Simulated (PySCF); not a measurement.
Computed shifts of a molecule CH5FO2Si2, PySCF with PBE/pcSseg-1, GIAO, gas phase, atoms alike by connectivity averaged where their shifts nearly agree, in ppm (number of nuclei): ¹³C: 165.7 (1). ²⁹Si: 0.5 (1), -21.6 (1). ¹⁹F: -287.4 (1). ¹H: 8.37 (1), 6.11 (1), 5.94 (1), 5.59 (1), 5.14 (1). References: ¹⁷O against H2O (σ = 334.3 ppm); ¹³C against TMS (σ = 182.0 ppm); ²⁹Si against TMS (σ = 335.4 ppm); ¹⁹F against CFCl3 (σ = 133.6 ppm); ¹H against TMS (σ = 31.49 ppm), references at their B3LYP-D3(BJ)/def2-TZVP geometries, non-relativistic. Geometry optimised at B3LYP-D3(BJ)/def2-SVP. Other conformers were not sampled.

Question: Pick the molecule that these values belong to.
(A) F[Si@H]1O[C@@H]([SiH3])O1
(B) O=CO[SiH2][SiH2]F
(C) O[Si@@]1(F)C[SiH2]O1
(D) FC[SiH]1O[SiH2]O1

Answer: B, O=CO[SiH2][SiH2]F
